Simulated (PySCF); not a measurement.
# C₆ coefficients of unlike pairs at BP86

Calculated with PySCF 2.14 from the dipole response of each species, C₆(A,B) = (3/π) ∫ α_A(iu) α_B(iu) du, in atomic units, from isotropic polarisabilities. For ions this is the dispersion term alone; charge-induced terms of lower order in 1/R come first.

| species | configuration | basis | relativity | α (bohr³) | C₆ (like pair) |
| --- | --- | --- | --- | --- | --- |
| Rb | [Kr] 5s1 (2S) | def2-QZVPPD with the def2 core potential (28 electrons) (7s5p4d3f) | core potential | 310.5 | 4517 |
| W⁺ | [Xe] 4f14 5d4 6s1 (6D) | aug-cc-pVTZ-PP with one added diffuse shell each of s, p, d, f, g type with ECP60MDF (7s7p6d4f3g) | core potential | 34.98 | 299.5 |
| V⁺ | [Ar] 3d4 (5D) | aug-cc-pwCVTZ-DK (10s9p7d4f3g) | spin-free X2C | 18.90 | 72.57 |

Problem. Estimate C₆ for V⁺ with W⁺.

Solution. The integral gives 146.8. The combination rule 2 C_A C_B / (C_A α_B/α_A + C_B α_A/α_B) gives 146.8 and the geometric mean 147.4.

No spin-orbit coupling is included.

The other pairs:

```tsv
pair	C₆
W⁺, Rb	894.4
V⁺, Rb	454.0
```
